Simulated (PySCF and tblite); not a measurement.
## Conformers and averaged properties: C₄H₉FGeO, numbered as in [F:1][C@H:2]1[CH2:3][CH2:4][C@H:5]([GeH3:6])[O:7]1

Conformers came from 60 starts (ETKDG and KDG, UFF, GFN2-xTB); geometries are GFN2-xTB. Weights use PBE0-D3(BJ)/pcSseg-1 (IEF-PCM, water) energies plus GFN2-xTB zero-point and thermal terms (modes under about 100 cm⁻¹ blended into free rotors). Symmetry numbers and mirror images are counted. Conformers within 2.5 kcal/mol (GFN2-xTB free energy) were kept, 4 at most. GIAO shieldings: PBE0/pcSseg-1 (IEF-PCM, water). Couplings: B3LYP/6-31G* with pcJ-1 on H, F (gas phase; spin-dipole term only for pairs with B, N, F, Si or P). Couplings are for ¹⁹F, ¹H. H–H couplings come out 0.1 to 0.9 Hz lower than with pcJ-1 on all atoms. Shifts are against TMS (¹H), TMS (¹³C), CFCl3 (¹⁹F) at the same level; of two unlike H on one atom, a is the less shielded. Programs: PySCF with density fitting and tblite.

The 5-ring runs over atoms 2–3–4–5–7.

```
conformer                                                                    shape  symmetry  E(GFN2) kcal/mol  E(DFT) kcal/mol  G(298.15 K) kcal/mol  weight %  dipole D
        1                    5-ring envelope (ring torsions 32, -18, -5, 27, -37°)        C1              0.39             0.00                  0.00      82.4      2.85
        2  5-ring between envelope and twist (ring torsions -16, 33, -39, 29, -7°)        C1              0.00             0.80                  0.92      17.6      3.07
```

Weights (%) against temperature:

| T (K) | 1 | 2 | S(mix) cal/mol/K |
| --- | --- | --- | --- |
| 250 | 86.5 | 13.5 | 0.79 |
| 298.15 | 82.4 | 17.6 | 0.92 |
| 350 | 78.7 | 21.3 | 1.03 |

Averaged shifts at 298.15 K. ¹H: 6.22 (H2, 1H), 4.94 (H5, 1H), 3.44 (H6, 3H), 2.60 (H4a, 1H), 2.34 (H3a, 1H), 2.20 (H3b, 1H), 2.07 (H4b, 1H) ppm. ¹³C: 119.0 (C2), 77.1 (C5), 38.1 (C3), 29.1 (C4) ppm. ¹⁹F: -142.1 (F1) ppm.

Averaged couplings (Hz): ²J(F1,H2) 71.1, ³J(F1,H3b) 27.7, ³J(F1,H3a) 10.8, ³J(H2,H3b) 4.3, ³J(H2,H3a) 0.2, ²J(H3b,H3a) -13.0, ³J(H3b,H4b) 10.5, ³J(H3b,H4a) 11.1, ³J(H3a,H4b) 1.9, ³J(H3a,H4a) 8.8, ²J(H4b,H4a) -12.4, ³J(H4b,H5) 3.5, ³J(H4a,H5) 11.4, ³J(H5,H6) 1.3, ²J(H6,H6) 5.7. Computed couplings to fluorine can be off by tens of per cent at such levels.

Coordinates of conformer 1 (Å):

```xyz
16

F    -2.145    1.519   -0.719
C    -1.215    1.201    0.270
C    -1.382   -0.269    0.636
C    -0.591   -0.930   -0.489
C     0.505    0.100   -0.780
Ge    2.235   -0.226    0.141
O     0.051    1.351   -0.218
H    -1.393    1.922    1.076
H    -0.916   -0.446    1.607
H    -2.428   -0.563    0.666
H    -0.178   -1.896   -0.198
H    -1.231   -1.069   -1.362
H     0.637    0.240   -1.857
H     2.993   -1.375   -0.451
H     1.972   -0.548    1.578
H     3.078    0.999    0.088
```

Coordinates of conformer 2 (Å):

```xyz
16

F    -2.126    1.078   -1.282
C    -1.657    0.597   -0.064
C    -1.500   -0.930   -0.166
C     0.020   -1.135   -0.092
C     0.558    0.267   -0.376
Ge    2.221    0.804    0.544
O    -0.427    1.135    0.198
H    -2.380    0.949    0.681
H    -2.028   -1.436    0.638
H    -1.907   -1.261   -1.121
H     0.309   -1.450    0.912
H     0.384   -1.866   -0.811
H     0.595    0.438   -1.459
H     3.403    0.037    0.040
H     2.057    0.526    2.000
H     2.471    2.257    0.345
```

Spin–orbit effects of the heavy atoms on shieldings are missing. Unscaled ¹⁹F shifts at such levels can be off by tens of ppm; differences between conformers or isomers are more reliable. Shifts are unscaled: against experiment ¹³C can be off by 15 ppm or more and ¹H by 0.8 ppm.

Search and properties took 110 s on 1 thread of Intel Xeon 6985P-C @ 2.30GHz (shared host) (rough), launched as `OMP_NUM_THREADS=1 python ens_run.py task.json out`.


Conformer gaps in pcSseg-1 on xTB geometries can be 2 kcal/mol off for S=O, P=O and other polar bonds.